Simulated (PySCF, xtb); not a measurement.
Sn(Br)(OH) (BrHOSn), SMILES [Br][Sn][OH] (connectivity only; charge and spin as stated), neutral, multiplicity 1.

xtb with GFN2-xTB at its own geometry gives an orbital gap of 4.28 eV and a dipole moment of 7.12 D.

Geometry optimised at B3LYP-D3(BJ)/def2-TZVP. The def2 effective core potentials stand for the cores of Sn; spin–orbit coupling is left out. One conformer was computed; it need not be the lowest.

Task: What does M06-2X/def2-TZVPD in PySCF give? (An estimate is asked for; the answer gives what the named calculation found.)

Result: gap 6.92 eV (levels -8.86 and -1.94 eV), dipole 2.13 D.
